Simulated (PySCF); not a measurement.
I3Pb, charge -1. Atoms are numbered in the order given.

```xyz
4

Pb     0.0000     0.0000     0.8651
I      2.3247     1.3422    -0.4461
I     -2.3247     1.3422    -0.4461
I      0.0000    -2.6843    -0.4461
```
Charge -1, spin multiplicity 1.

The structure is a stationary point at PBE-D3(BJ)/def2-SVPD. The isomer is the one that the SMILES or the coordinates give; other isomers of the formula were not compared. The def2 effective core potentials stand for the cores of I, Pb; spin–orbit coupling is left out.

Computed with PBE/def2-SVPD (PySCF).

Symmetry labels are those of the subgroup Cs that the program uses (full group C3v).

Computed valence orbital energies around the gap with their symmetry:
| orbital | symmetry | energy (eV) |
|---|---|---|
| HOMO−7 | A' | -3.73 |
| HOMO−6 | A' | -3.11 |
| HOMO−5 | A' | -2.61 |
| HOMO−4 | A" | -2.61 |
| HOMO−3 | A" | -2.40 |
| HOMO−2 | A' | -2.40 |
| HOMO−1 | A" | -2.30 |
| HOMO | A' | -2.24 |
| LUMO | A' | 0.79 |
| LUMO+1 | A" | 1.51 |
| LUMO+2 | A' | 1.51 |
| LUMO+3 | A' | 2.66 |
